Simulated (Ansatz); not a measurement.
Reaction (redistribution): `C[SiH](Cl)[SnH3]` + `FBCF` → `FC[BH][SnH3]` + `C[SiH](F)Cl`

Program: Ansatz. Geometries: PBE0-D4/def2-TZVP. ΔE: electronic, gas phase. CCSD(T)/CBS adds triple-zeta CCSD(T) − MP2 to the extrapolated MP2 energy (def2 sets, frozen cores). Functionals use def2-TZVPP. B3LYP here is the variant with VWN-RPA as its local correlation; programs differ in this. Elements past krypton have def2 core potentials. For Sn outer-core shells are correlated without core-valence functions, which leaves a few kJ/mol of doubt a bond. One conformer a species, not always the lowest.

`C[SiH](Cl)[SnH3]`:

Z-matrix (Å, degrees):
```
C
Si 1 1.864
H 1 1.094 2 110.0
H 1 1.092 2 110.4 3 119.7
H 1 1.092 2 110.9 3 -120.0
Cl 2 2.072 1 108.8 3 -178.0
Sn 2 2.566 1 113.0 3 62.4
H 2 1.487 1 110.2 3 -61.7
H 7 1.708 2 110.2 1 58.4
H 7 1.711 2 110.7 1 -61.0
H 7 1.706 2 110.9 1 178.7
```

`FBCF`:

```xyz
7

F     0.887   -1.282    1.111
B     0.680   -0.098    0.577
C    -0.490    0.131   -0.435
F    -1.250   -0.992   -0.697
H     1.410    0.803    0.885
H    -0.085    0.513   -1.384
H    -1.152    0.925   -0.057
```

`FC[BH][SnH3]`:

Z-matrix (Å, degrees):
```
C
B 1 1.544
F 1 1.389 2 115.8
H 1 1.102 2 109.5 3 122.5
H 1 1.102 2 109.5 3 -122.5
Sn 2 2.249 1 121.3 3 0.0
H 2 1.196 1 116.1 3 180.0
H 6 1.710 2 112.4 1 -179.2
H 6 1.708 2 110.6 1 60.5
H 6 1.708 2 110.8 1 -58.8
```

`C[SiH](F)Cl`:

Cartesian coordinates in Å:
```
C 0.885 0.393 -0.292
Si -0.667 -0.386 0.325
F -1.172 0.393 1.621
Cl -2.139 -0.250 -1.089
H 1.665 0.341 0.472
H 1.241 -0.123 -1.187
H 0.714 1.442 -0.544
H -0.527 -1.809 0.693
```

```csv
level,ΔE (kcal/mol),difference from CCSD(T)/CBS
PBE-D4,7.6,3.4
PBE0-D4,7.0,2.8
B3LYP-D4,6.0,1.8
ωB97X-V,4.9,0.7
ωB97M-V,4.7,0.5
B2PLYP,4.9,0.7
PBE,7.2,3.0
r2SCAN,4.9,0.7
B3LYP,5.4,1.2
HF/def2-TZVPP,3.8,-0.4
MP2/def2-TZVPP,4.4,0.2
CCSD/def2-TZVPP,4.0,-0.2
CCSD(T)/def2-TZVPP,4.4,0.2
HF/CBS(def2),3.4,-0.8
MP2/CBS(def2),4.2,0.0
CCSD/CBS(def2),3.9,-0.3
CCSD(T)/CBS,4.2,0
```

Largest T1 diagnostic among the species: 0.013.
